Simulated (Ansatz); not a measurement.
Reaction (ligand exchange at the Si–C bond): `OCOC[SiH3]` + `[NH2][Sn][OH]` → `[NH2][Sn][O][SiH3]` + `COCO`

Calculated with Ansatz (gas phase, PBE0-D4/def2-TZVP geometries, no zero-point term in ΔE). CBS: MP2 limit from def2 TZ/QZ plus the TZ coupled-cluster correction, frozen cores. This one scheme is used for every species. def2 core potentials past Kr. For Sn outer-core shells are correlated without core-valence functions, which leaves a few kJ/mol of doubt a bond. Each species was taken in one conformer, which may not be the lowest.

`OCOC[SiH3]`:

Z-matrix (Å, degrees):
```
C
O 1 1.394
O 1 1.397 2 113.1
H 1 1.096 2 111.6 3 118.5
H 1 1.095 2 105.2 3 -122.4
C 2 1.426 1 113.6 3 -68.2
H 3 0.962 1 108.0 2 -63.2
Si 6 1.896 2 112.2 1 -87.1
H 6 1.096 2 110.6 1 38.3
H 6 1.094 2 106.7 1 153.9
H 8 1.486 6 109.8 2 -61.6
H 8 1.488 6 109.2 2 178.6
H 8 1.487 6 111.1 2 58.6
```

`[NH2][Sn][OH]`:

```xyz
6

N    -1.004    0.343   -0.021
Sn   -0.083   -1.432    0.278
O     1.772   -0.764    0.069
H    -2.006    0.454    0.000
H    -0.551    1.226   -0.208
H     1.872    0.173   -0.117
```

`[NH2][Sn][O][SiH3]`:

Cartesian coordinates in Å:
```
N -1.517 0.745 -1.175
Sn -0.004 -0.094 -2.201
O 1.057 -0.582 -0.590
Si 1.083 -0.522 1.032
H -1.556 0.808 -0.168
H -2.334 1.154 -1.603
H -0.142 0.130 1.590
H 2.258 0.255 1.511
H 1.156 -1.894 1.606
```

`COCO`:

Z-matrix (Å, degrees):
```
C
O 1 1.410
H 1 1.090 2 107.2
H 1 1.098 2 110.9 3 118.9
H 1 1.094 2 111.6 3 -119.7
C 2 1.391 1 113.3 3 -179.1
O 6 1.398 2 113.5 1 -67.9
H 6 1.095 2 105.4 1 169.5
H 6 1.097 2 111.0 1 50.4
H 7 0.962 6 108.0 2 -64.4
```

```tsv
species	MP2/def2-TZVPP energy (Eh)
`OCOC[SiH3]`	-520.08361
`[NH2][Sn][OH]`	-345.28612
`[NH2][Sn][O][SiH3]`	-635.55973
`COCO`	-229.86203
```

**Question.** Work out ΔE.

**Answer.** ΔE = (-635.55973) + (-229.86203) − (-520.08361) − (-345.28612) = -0.05203 Eh = -136.6 kJ/mol. CCSD(T)/CBS gives -132.6 kJ/mol.

Largest T1 diagnostic among the species: 0.017.

From PBE to PBE0 (25 % exact exchange), in def2-TZVPP and without D4, ΔE moves by −8.6 kJ/mol. In def2-TZVPP, CCSD(T) changes the Hartree–Fock value by +23.0 kJ/mol (the triples alone add +3.0 kJ/mol) and MP2 by +19.7 kJ/mol.
